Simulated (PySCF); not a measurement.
H$_{2}$O$_{4}$W (SMILES [O]=[W](=[O])([OH])[OH]), singlet, geometry from GFN2-xTB (such geometries of metal compounds can be far from the true shape) (core potentials on W); HF/def2-SVP (PySCF).

Here is a job for PySCF.
```python
from pyscf import gto, scf

mol = gto.M(
    atom='''
W     0.042452    0.000109    0.006175
O     1.162274    0.784616   -0.995673
O     0.834360   -0.779510    1.286108
O    -0.902059   -1.260752   -0.993861
H    -1.130461   -2.020306   -1.547347
O    -1.154125    1.255493    0.694763
H    -1.534548    2.013491    1.159688
''',
    basis='def2-svp',
    ecp={'W': 'def2-svp'},
    charge=0,
    spin=0,
    verbose=5,
)

mf = scf.RHF(mol)
mf.kernel()
mo_i, mo_e, stable_i, stable_e = mf.stability(internal=True, external=True, return_status=True, nroots=6, tol=1e-6)
print('internally stable:', stable_i, ' externally stable:', stable_e)
if not stable_e:
    umf = mf.to_uhf() if not hasattr(mf, 'xc') else mf.to_uks()
    umf.scf_summary = {}
    umf.kernel(umf.make_rdm1(mo_e, umf.mo_occ))
```

The log (banner, timings and long lists left out):

```
PySCF version 2.14.0

[INPUT] verbose = 5
[INPUT] max_memory = 4000
[INPUT] num. atoms = 7
[INPUT] num. electrons = 48
[INPUT] charge = 0
[INPUT] spin (= nelec alpha-beta = 2S) = 0
[INPUT] symmetry False subgroup None
[INPUT] Mole.unit = angstrom
[INPUT] Symbol           X                Y                Z      unit          X                Y                Z       unit  Magmom
[...]
[INPUT] ---------------- BASIS SET ----------------
[INPUT] l, kappa, [nprim/nctr], expnt,             c_1 c_2 ...
[INPUT] W
[...]
                                12                1.0014141748
[...]
                                6.084876          -0.66720686321
                                1.2523777812      0.52090351989
                                0.58569208922     0.51885687511
[...]
                                1.623745245       0.18452733732
                                0.69187452392     0.44121676843
                                0.27865835325     0.431584092415
[...]
[INPUT] O
[...]
                                340.87010191      -0.03989003923
                                77.363135167      -0.17853911985
                                21.47964494       -0.46427684959
                                6.6589433124      -0.44309745172
[...]
                                3.863550544       0.23094120765
                                1.0480920883      0.51375311064
[...]
[INPUT] H
[...]
                                1.9622572         0.13796524
                                0.44453796        0.47831935
[...]
nuclear repulsion = 224.264481951604
number of shells = 42
number of NR pGTOs = 167
number of NR cGTOs = 98
basis = def2-svp
ecp = {'W': 'def2-svp'}

******** <class 'pyscf.scf.hf.RHF'> ********
method = RHF
initial guess = minao
damping factor = 0
level_shift factor = 0
DIIS = <class 'pyscf.scf.diis.CDIIS'>
diis_start_cycle = 1
diis_space = 8
diis_damp = 0
SCF conv_tol = 1e-09
SCF conv_tol_grad = None
SCF max_cycles = 50
direct_scf = True
direct_scf_tol = 1e-13
Set gradient conv threshold to 3.16228e-05
Initial guess from minao.
Density of valence part of ANO basis will be used as initial guess for W
E1 = -948.4527488373486  E2 = 370.65801493975005  Ecoul = 409.2092769670515  Exc = -38.55126202730145
init E= -353.530251945994
cond(S) = 586.4177807804098
  mo_energy =
[-2.09993109e+01 -2.09991783e+01 -2.09946650e+01 -2.09946139e+01
 -3.63736667e+00 -2.26590412e+00 -2.22362842e+00 -2.18642561e+00
 -1.69534319e+00 -1.67862798e+00 -1.55814430e+00 -1.52838357e+00
 -9.39570380e-01 -9.28342173e-01 -8.04284842e-01 -8.02709908e-01
 -7.85393140e-01 -7.69843212e-01 -7.14882940e-01 -6.87470147e-01
 -6.86450045e-01 -6.83168502e-01 -6.82517777e-01 -6.67406433e-01
 -2.20111848e-01 -2.09356834e-01 -1.73372054e-01 -1.29379916e-01
 -9.34269046e-02 -8.10116621e-02 -4.27564754e-02 -2.44459310e-02
 -1.02664723e-02  5.48256073e-02  8.20239544e-02  1.79173268e-01
  2.23433872e-01  2.31541743e-01  2.35831203e-01  2.48848500e-01
  2.49584341e-01  6.50308657e-01  6.70007085e-01  7.37497056e-01
  7.40329895e-01  7.47515735e-01  9.31909137e-01  9.33677363e-01
  9.46960168e-01  9.54929674e-01  9.73013193e-01  9.90340562e-01
  1.01191285e+00  1.02420883e+00  1.05430354e+00  1.07631751e+00
  1.08410055e+00  1.08906438e+00  1.16929115e+00  1.21270630e+00
  1.21739997e+00  1.24109613e+00  1.27272077e+00  1.29959451e+00
  1.41905527e+00  1.44727775e+00  1.50556858e+00  1.50679430e+00
  1.63343292e+00  1.64654627e+00  1.69326287e+00  1.70478746e+00
  1.89160268e+00  1.92695670e+00  2.39563545e+00  2.43330656e+00
  2.60643766e+00  2.60666023e+00  2.62605651e+00  2.65272201e+00
  2.66048238e+00  2.66432321e+00  2.67845638e+00  2.68876258e+00
  2.83198905e+00  2.84312563e+00  2.95198560e+00  2.95462445e+00
  3.07658000e+00  3.10602609e+00  3.11943215e+00  3.13201410e+00
  3.23099172e+00  3.41330795e+00  3.85271872e+00  3.90767125e+00
  6.81928480e+01  5.75895473e+02]
E1 = -977.0471371420658  E2 = 386.2499687872927  Ecoul = 427.4351268872599  Exc = -41.185158099967225
cycle= 1 E= -366.532686403169  delta_E=  -13  |g|= 1.42  |ddm|= 7.55
  mo_energy =
[-2.03755183e+01 -2.03754765e+01 -2.00845686e+01 -2.00845150e+01
 -3.81376485e+00 -2.27223087e+00 -2.26985711e+00 -2.26775290e+00
 -1.30777671e+00 -1.29856110e+00 -1.10010528e+00 -1.08474857e+00
 -7.70870701e-01 -7.63791270e-01 -6.03824048e-01 -5.94773692e-01
 -5.68969527e-01 -5.10799298e-01 -5.06272811e-01 -4.46625223e-01
 -4.13932242e-01 -3.94464484e-01 -3.86939925e-01 -3.15241395e-01
  1.36998046e-02  4.39313899e-02  5.56582854e-02  6.71903036e-02
  1.29764751e-01  1.33790539e-01  1.45428981e-01  1.65489233e-01
  1.70100933e-01  2.09516829e-01  2.34551871e-01  3.22863577e-01
  3.84699696e-01  4.06521706e-01  4.15501750e-01  4.24481533e-01
  4.29224060e-01  8.17669455e-01  8.42602760e-01  9.05952912e-01
  9.09710768e-01  9.36885983e-01  1.10341634e+00  1.13103314e+00
  1.17119328e+00  1.22502154e+00  1.23986010e+00  1.30168524e+00
  1.31005879e+00  1.31378114e+00  1.31681500e+00  1.34658195e+00
  1.35062461e+00  1.41834938e+00  1.42710876e+00  1.49009943e+00
  1.52260001e+00  1.55014632e+00  1.59921892e+00  1.62360527e+00
  1.63251085e+00  1.66678350e+00  1.74835437e+00  1.77051262e+00
  1.81226823e+00  1.85153443e+00  1.86599498e+00  1.91559770e+00
  2.03506801e+00  2.13252042e+00  2.57194002e+00  2.60641319e+00
  2.99376122e+00  2.99607233e+00  3.01121399e+00  3.01271514e+00
  3.18006923e+00  3.18669320e+00  3.19813236e+00  3.22186446e+00
  3.27306543e+00  3.33354745e+00  3.34851876e+00  3.39326242e+00
  3.42993589e+00  3.45652852e+00  3.49782566e+00  3.54380431e+00
  3.70394606e+00  3.85443296e+00  4.13512561e+00  4.20589285e+00
  6.81094386e+01  5.75735229e+02]
E1 = -972.6055953062464  E2 = 381.9599776458172  Ecoul = 421.7078310862701  Exc = -39.7478534404529
cycle= 2 E= -366.381135708825  delta_E= 0.152  |g|= 1.62  |ddm|= 2.17
  mo_energy =
[-2.05788238e+01 -2.05787810e+01 -2.05101794e+01 -2.05101419e+01
[...]
converged SCF energy = -366.877628819084
<class 'pyscf.scf.hf.RHF'> wavefunction is stable in the internal stability analysis
[...]
davidson 18 25  |r|= 0.00211  e= [0.18966719 0.20533622 0.23237969 0.23575762 0.25677034 0.26050559]  max|de|= -4.7e-06  lindep= 0.753
davidson 19 26  |r|= 0.000959  e= [0.18966719 0.20533622 0.23237969 0.23575762 0.25677032 0.26050415]  max|de|= -1.44e-06  lindep= 0.743
[...]
converged 20 27  |r|= 0.00088  e= [0.18966719 0.20533622 0.23237969 0.23575762 0.25677032 0.26050389]  max|de|= -2.68e-07
rhf_real2complex: lowest eigs of H = [0.18966719 0.20533622 0.23237969 0.23575762 0.25677032 0.26050389]
<class 'pyscf.scf.hf.RHF'> wavefunction is stable in the real -> complex stability analysis
davidson 0 1  |r|= 1.19  e= [1.08851994]  max|de|= 1.09  lindep= 0.685
Old state -> New state
    0     ->     1
davidson 1 2  |r|= 1.15  e= [0.71733935 1.3094742 ]  max|de|= -0.371  lindep= 0.996
Old state -> New state
    0     ->     1
    0     ->     2
    1     ->     3
davidson 2 4  |r|= 1.15  e= [0.40464406 0.44843497 0.71917113 1.31298099]  max|de|= 0.448  lindep= 0.825
Old state -> New state
    2     ->     0
    0     ->     2
    0     ->     4
    1     ->     5
davidson 3 8  |r|= 0.298  e= [0.19039783 0.24261648 0.25920543 0.47533256 0.51306888 0.53634773]  max|de|= 0.475  lindep= 0.934
Old state -> New state
    1     ->     2
davidson 4 14  |r|= 0.252  e= [0.10538431 0.15685663 0.17460433 0.36045944 0.38254592 0.42274679]  max|de|= -0.131  lindep= 0.889
Old state -> New state
    3     ->     4
davidson 5 20  |r|= 0.274  e= [0.09118138 0.11726529 0.16390265 0.27969119 0.32323638 0.34099186]  max|de|= 0.28  lindep= 0.896
Old state -> New state
    5     ->     3
    3     ->     4
    4     ->     5
davidson 6 26  |r|= 0.21  e= [0.08656753 0.09721057 0.15340437 0.21072434 0.24318136 0.25356745]  max|de|= 0.254  lindep= 0.879
Old state -> New state
    5     ->     3
    3     ->     4
    4     ->     5
davidson 7 32  |r|= 0.133  e= [0.08462661 0.09179983 0.1468323  0.18389453 0.19526242 0.2208893 ]  max|de|= -0.0697  lindep= 0.845
davidson 8 6  |r|= 0.133  e= [0.08462661 0.09179983 0.1468323  0.18389453 0.19526242 0.2208893 ]  max|de|= 9.44e-16  lindep= 0.992
davidson 9 12  |r|= 0.146  e= [0.08425193 0.09076017 0.14508479 0.16882668 0.18832484 0.21327484]  max|de|= -0.0151  lindep= 0.853
davidson 10 18  |r|= 0.135  e= [0.08410061 0.09043711 0.14364281 0.15551941 0.18553713 0.19935713]  max|de|= -0.0139  lindep=  0.8
Old state -> New state
    5     ->     4
    4     ->     5
davidson 11 24  |r|= 0.0922  e= [0.08406617 0.09037378 0.14251562 0.14903544 0.16736308 0.18453828]  max|de|= -0.032  lindep= 0.845
davidson 12 30  |r|= 0.0591  e= [0.08406218 0.09036634 0.14133488 0.14700509 0.15835756 0.18152613]  max|de|= -0.00901  lindep= 0.846
[...]
davidson 13 6  |r|= 0.0591  e= [0.08406218 0.09036634 0.14133488 0.14700509 0.15835756 0.18152613]  max|de|= 1.22e-15  lindep= 0.998
[...]
davidson 14 11  |r|= 0.0448  e= [0.08406184 0.09036564 0.1408667  0.14657534 0.15628984 0.1794882 ]  max|de|= -0.00207  lindep= 0.863
davidson 15 15  |r|= 0.0496  e= [0.08406176 0.09036554 0.14066219 0.1462769  0.15546409 0.17813826]  max|de|= -0.00135  lindep= 0.843
davidson 16 19  |r|= 0.0888  e= [0.08406175 0.09036552 0.14055993 0.14605577 0.15503655 0.1764038 ]  max|de|= -0.00173  lindep= 0.825
davidson 17 23  |r|= 0.131  e= [0.08406175 0.09036552 0.14050827 0.14590759 0.15479576 0.17153748]  max|de|= -0.00487  lindep= 0.709
davidson 18 27  |r|= 0.048  e= [0.08406174 0.09036551 0.14048548 0.14583872 0.1546651  0.16772783]  max|de|= -0.00381  lindep= 0.777
davidson 19 6  |r|= 0.048  e= [0.08406174 0.09036551 0.14048548 0.14583872 0.1546651  0.16772783]  max|de|= -1.19e-15  lindep= 0.997
davidson 20 10  |r|= 0.0439  e= [0.08406174 0.09036551 0.14048097 0.14582594 0.15463383 0.16699465]  max|de|= -0.000733  lindep= 0.782
davidson 21 14  |r|= 0.0296  e= [0.08406174 0.09036551 0.14047901 0.14581906 0.15461856 0.16655748]  max|de|= -0.000437  lindep= 0.763
davidson 22 18  |r|= 0.0195  e= [0.08406174 0.09036551 0.1404781  0.14581638 0.15461    0.16632148]  max|de|= -0.000236  lindep= 0.774
[...]
davidson 23 22  |r|= 0.0133  e= [0.08406174 0.09036551 0.14047771 0.14581564 0.15460527 0.16621552]  max|de|= -0.000106  lindep= 0.76
davidson 24 24  |r|= 0.0109  e= [0.08406174 0.09036551 0.14047754 0.14581541 0.15460253 0.16615117]  max|de|= -6.44e-05  lindep= 0.768
davidson 25 26  |r|= 0.00605  e= [0.08406174 0.0903655  0.14047747 0.14581532 0.15460121 0.16611521]  max|de|= -3.6e-05  lindep= 0.783
[...]
davidson 26 28  |r|= 0.00332  e= [0.08406174 0.0903655  0.14047746 0.1458153  0.15460092 0.16610653]  max|de|= -8.68e-06  lindep= 0.788
davidson 27 6  |r|= 0.00332  e= [0.08406174 0.0903655  0.14047746 0.1458153  0.15460092 0.16610653]  max|de|= 1.05e-15  lindep= 0.998
davidson 28 7  |r|= 0.00263  e= [0.08406174 0.0903655  0.14047746 0.1458153  0.1546009  0.16610427]  max|de|= -2.26e-06  lindep= 0.818
davidson 29 8  |r|= 0.00233  e= [0.08406174 0.0903655  0.14047746 0.14581529 0.15460089 0.16610257]  max|de|= -1.7e-06  lindep= 0.798
davidson 30 9  |r|= 0.00195  e= [0.08406174 0.0903655  0.14047746 0.14581529 0.15460089 0.1661015 ]  max|de|= -1.07e-06  lindep= 0.803
davidson 31 10  |r|= 0.00193  e= [0.08406174 0.0903655  0.14047746 0.14581529 0.15460089 0.16610062]  max|de|= -8.8e-07  lindep= 0.754
davidson 32 11  |r|= 0.00164  e= [0.08406174 0.0903655  0.14047746 0.14581529 0.15460088 0.16609982]  max|de|= -8e-07  lindep= 0.756
davidson 33 12  |r|= 0.00133  e= [0.08406174 0.0903655  0.14047746 0.14581529 0.15460088 0.16609923]  max|de|= -5.92e-07  lindep= 0.771
[...]
converged 34 13  |r|= 0.000904  e= [0.08406174 0.0903655  0.14047746 0.14581529 0.15460087 0.16609889]  max|de|= -3.39e-07
rhf_external: lowest eigs of H = [0.08406174 0.0903655  0.14047746 0.14581529 0.15460087 0.16609889]
<class 'pyscf.scf.hf.RHF'> wavefunction is stable in the RHF/RKS -> UHF/UKS stability analysis
internally stable: True  externally stable: True
```
